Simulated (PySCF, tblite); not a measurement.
A set of runs on `c1(=O)o[c]c(cc1)SC` [radical]; the geometry of each is named by its level. Settings lines and outputs come from a driver script.

Species: C₆H₅O₂S (doublet state).
Numbering: `[CH3:1][S:2][c:3]1[c:4][o:5][c:6](=[O:7])[cH:8][cH:9]1` (hydrogens: H10, H11, H12 on C1; H13 on C8; H14 on C9)

Step 1: GFN2-xTB geometry optimisation, gas phase (tblite 0.8.0) (from a force-field or distance-geometry start)
```json
{"job": {"kind": "relax", "xc": "GFN2-xTB", "basis": "xTB"}, "charge": 0, "multiplicity": 2}
```
```
step      E/eV     max force
  0    -724.90015    4.571
  1    -725.25213    2.538
  2    -725.40447    1.256
...
 17    -725.50895    0.042
 18    -725.50906    0.033
 19    -725.50914    0.022
 20    -725.50918    0.011
 21    -725.50919    0.007
```

Energy lowered by 14.0 kcal/mol over 21 steps; largest atomic force 0.007 eV/Å at the end. «max force» is the largest atomic force in eV/Å.

Step 2: GFN2-xTB harmonic vibrations, gas phase (tblite 0.8.0) (on the GFN2-xTB geometry)
```json
{"job": {"kind": "ir", "xc": "GFN2-xTB", "basis": "xTB"}, "charge": 0, "multiplicity": 2}
```
```
(table of modes left out)
```

36 modes from -105 to 3106 cm⁻¹ (unscaled, harmonic, a negative number standing for an imaginary wavenumber); zero-point energy 57.6 kcal/mol from the real modes; the lowest is imaginary at this level.

Step 3: UKS B3LYP, pcH-1 on C H O S, non-relativistic, mean-field spin-orbit, GIAO (PySCF 2.14.0) (on the GFN2-xTB geometry)
```json
{"job": {"kind": "epr", "basis": "pcH-1"}, "charge": 0, "multiplicity": 2}
```
```
...
E = -780.20684624 Eh   <S^2> = 0.7635 (exact 0.7500)
g shifts (ppm)      1          2          3
  rmc          -201       -201       -201
  gc             20         12        -39
  oz_so       -2622        782       1959
  total       -2803        593       1719
hyperfine (MHz)  atom isotope    a_iso     a_fc   dipolar eigenvalues
    0   13C       5.72       5.74     -1.46     -0.53      1.99
    1   33S       2.23       2.14     -3.67      0.54      3.14
    2   13C      41.94      42.04    -21.47     -5.84     27.31
    3   13C     542.53     542.69    -75.50    -48.55    124.05
    4   17O    -107.84    -107.90    -24.62     10.41     14.22
    5   13C      16.08      16.12     -6.77     -5.59     12.36
    6   17O      -1.63      -1.67    -13.94      5.34      8.60
    7   13C      -0.70      -0.72     -9.67      2.74      6.93
    8   13C      36.81      36.79     -5.20     -1.98      7.19
    9    1H       1.74       1.73     -5.08     -3.06      8.13
   10    1H       1.57       1.57     -5.04     -3.05      8.09
   11    1H       2.90       2.90     -1.62     -1.35      2.97
   12    1H      13.05      13.04     -2.04      0.71      1.33
   13    1H      36.39      36.38     -2.51     -1.98      4.50
```

⟨S²⟩ 0.764; g_iso 2.0022. rmc, gc and oz_so are the mass-correction, gauge-correction and orbital-Zeeman/spin–orbit parts of the g shift along its three principal axes; a_iso is the isotropic hyperfine coupling and a_fc its Fermi-contact part. The log counts atoms from 0, this text from 1.

Question: Which step took the most CPU time, and about what did each take on one thread of an Arm Neoverse V2, on a shared host?

Answer: Step 3, about 99 % of the total. CPU time by step: 1: 0.12 s, 2: 0.4 s, 3: 92 s.

Geometry of the electronic-property runs (GFN2-xTB):
```
atom  x, y, z in Å
C1     2.848    0.270   -0.013
S2     1.765   -1.034   -0.652
C3     0.206   -0.359   -0.208
C4     0.032    0.827    0.426
O5    -1.088    1.344    0.763
C6    -2.341    0.731    0.509
O7    -3.331    1.307    0.867
C8    -2.210   -0.529   -0.163
C9    -1.005   -1.047   -0.504
H10    2.616    1.204   -0.515
H11    2.699    0.364    1.058
H12    3.866   -0.037   -0.230
H13   -3.133   -1.042   -0.381
H14   -0.926   -1.999   -1.009
```

 GFN2-xTB frequencies show an imaginary mode (105i cm⁻¹), so this geometry is no minimum at that level. (This holds for the electronic-property runs.)

One conformer stands for the species.
